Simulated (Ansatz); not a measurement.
A nudged elastic band was laid between two geometries of ClH3O2Si (7 atoms, charge 0, multiplicity 1).

Computed with Ansatz 0.2.0, RHF/def2-SVP.

```yaml
movable_images: 9
climbing_image: yes
spring: 5.0 eV/Å²
optimiser: quadratic models (default)
start_path: through a guess of the saddle point
force_threshold: 0.05 eV/Å
iteration_limit: 60
end_points: relaxed
```

First end point:

```xyz
7
Properties=species:S:1:pos:R:3
Si 0.219 -0.111 0.484
H -0.023 0.274 1.869
O 1.825 -0.231 0.269
H 2.182 -0.632 -0.508
Cl -0.590 1.365 -0.729
O -0.481 -1.524 0.058
H -1.365 -1.563 -0.271
```

Last end point:

```xyz
7
Properties=species:S:1:pos:R:3
Si -0.848 -0.212 0.673
H 1.743 0.623 0.933
O 1.346 -0.239 0.892
H 1.652 -0.651 0.090
Cl -0.592 1.584 -0.484
O -0.589 -1.332 -0.543
H -0.946 -2.194 -0.388
```

Q: Which bonds break or form, and what moves?

A: Bonds broken: Si1–H2. Bonds formed: H2–O3.

Q: Give the energies along the band, and the barrier.

A: It converged. The highest image is number 5 of 0 to 10, 102.2 kcal/mol above the first end and 49.6 kcal/mol above the last; the last end lies 52.5 kcal/mol above the first. Neighbouring images differ by up to 2.3 eV, so the band resolves the path poorly. A vibrational analysis at the climbing image gives one clearly imaginary mode, 2049i cm⁻¹: a first-order saddle point. The orbitals stay closed-shell, which can raise the energy where a bond breaks towards radicals; this wasn't checked here.

```csv
image,path coordinate (Å),energy (kcal/mol),Si1–H2 (Å),H2–O3 (Å)
0,0.00,0.0,1.46,2.50
1,0.50,0.7,1.46,2.54
2,0.99,2.0,1.47,2.56
3,1.49,9.8,1.46,2.32
4,1.99,50.2,1.48,1.81
5,2.49,102.2,1.62,1.28
6,3.00,66.1,2.09,0.96
7,3.51,55.6,2.64,0.95
8,4.02,54.3,2.91,0.95
9,4.54,52.8,2.82,0.95
10,5.05,52.5,2.73,0.95
```

Q: What is the geometry of the highest image?

A: 
```xyz
7
Properties=species:S:1:pos:R:3:forces:R:3
Si -0.250 0.073 0.390 0.00 0.00 0.00
H 0.911 -0.009 1.513 0.00 0.00 0.00
O 1.568 -0.027 0.420 0.00 0.00 0.00
H 2.010 -0.822 0.129 0.00 0.00 0.00
Cl -0.685 1.637 -0.895 0.00 0.00 0.00
O -0.702 -1.280 -0.436 -0.01 0.00 0.00
H -1.085 -1.994 0.050 0.00 0.00 0.00
```

Run time: 2.6 min on 1 thread of Arm Neoverse V1, with other jobs on the host, peak memory 0.12 GiB.
